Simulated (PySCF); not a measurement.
Isomers of C5H6ClN, mass 115.019 u with the commonest isotopes. Method used: PBE0/def2-SVPD in PySCF (dipole) on a GFN2-xTB geometry, gas phase. One conformer each, none proved a minimum here; rigid rotors.

**Question.** Order these by rotational constant B, smallest first.
A. `[N:1]#[C:2][C@H:3]1[CH2:4][C@@H:5]([Cl:6])[CH2:7]1` with C2–C3–C4–C5 131°, C3–C4–C5–Cl6 -132°, C4–C5–C7–C3 13°, C2–C3–C7–C5 -131°
B. `[N:1]#[C:2][CH2:3]/[CH:4]=[CH:5]/[CH2:6][Cl:7]` with C2–C3–C4–C5 116°, C4–C5–C6–Cl7 -111°
C. `[CH3:1][C@@H:2]([Cl:3])/[CH:4]=[CH:5]\[C:6]#[N:7]` with C1–C2–C4–C5 127°
D. `[CH3:1][CH2:2]/[C:3]([Cl:4])=[CH:5]\[C:6]#[N:7]` with C1–C2–C3–Cl4 70°

**Answer.** B (680.0 MHz), A (1138 MHz), C (1221 MHz), D (1441 MHz).

**Question.** Order these by rotational constant C, smallest first.
A. `[N:1]#[C:2][C@H:3]1[CH2:4][C@@H:5]([Cl:6])[CH2:7]1` with C2–C3–C4–C5 131°, C3–C4–C5–Cl6 -132°, C4–C5–C7–C3 13°, C2–C3–C7–C5 -131°
B. `[CH3:1][CH2:2]/[C:3]([Cl:4])=[CH:5]\[C:6]#[N:7]` with C1–C2–C3–Cl4 70°
C. `[CH3:1][C@@H:2]([Cl:3])/[CH:4]=[CH:5]\[C:6]#[N:7]` with C1–C2–C4–C5 127°
D. `[N:1]#[C:2][CH2:3]/[CH:4]=[CH:5]/[CH2:6][Cl:7]` with C2–C3–C4–C5 116°, C4–C5–C6–Cl7 -111°

**Answer.** D (657.6 MHz), B (1058 MHz), A (1103 MHz), C (1127 MHz).

**Question.** Order these by out-of-plane moment Σ m c² = (Ia + Ib − Ic)/2, largest first.
A. `[CH3:1][CH2:2]/[C:3]([Cl:4])=[CH:5]\[C:6]#[N:7]` with C1–C2–C3–Cl4 70°
B. `[N:1]#[C:2][CH2:3]/[CH:4]=[CH:5]/[CH2:6][Cl:7]` with C2–C3–C4–C5 116°, C4–C5–C6–Cl7 -111°
C. `[N:1]#[C:2][C@H:3]1[CH2:4][C@@H:5]([Cl:6])[CH2:7]1` with C2–C3–C4–C5 131°, C3–C4–C5–Cl6 -132°, C4–C5–C7–C3 13°, C2–C3–C7–C5 -131°
D. `[CH3:1][C@@H:2]([Cl:3])/[CH:4]=[CH:5]\[C:6]#[N:7]` with C1–C2–C4–C5 127°

**Answer.** D (53.53 u·Å²), C (40.01 u·Å²), A (13.52 u·Å²), B (11.14 u·Å²).

```csv
SMILES,point group,Ia (u·Å²),Ib (u·Å²),Ic (u·Å²),κ,μa (D),μb (D),μc (D)
CC/C(Cl)=C\C#N,C1,154.10,350.64,477.71,-0.65,3.08,0.40,0.07
N#C[C@H]1C[C@@H](Cl)C1,Cs,94.06,444.27,458.31,-0.98,1.68,3.75,0.01
C[C@@H](Cl)/C=C\C#N,C1,141.55,413.75,448.24,-0.92,1.62,2.82,2.16
N#CC/C=C/CCl,C1,47.62,743.18,768.51,-1.00,1.62,1.11,0.20
```
